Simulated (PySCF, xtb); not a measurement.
BClH2Se, SMILES ClB[SeH]. The values are those of a single conformer.

Harmonic wavenumbers (cm⁻¹) from xtb 6.7.1 with GFN2-xTB at its own minimum, in rising order: 207, 354, 536, 676, 707, 765, 1028, 2053, 2639.

Q: What does B3LYP-D3(BJ)/def2-TZVP (PySCF) give at its own minimum? (Estimate from the structure and the level; the computed values follow.)

A: 220, 388, 549, 778, 783, 851, 1093, 2398, 2683. Paired by order, the mean absolute difference is 86 cm⁻¹ and the zero-point energies are 12.8 and 13.9 kcal/mol.
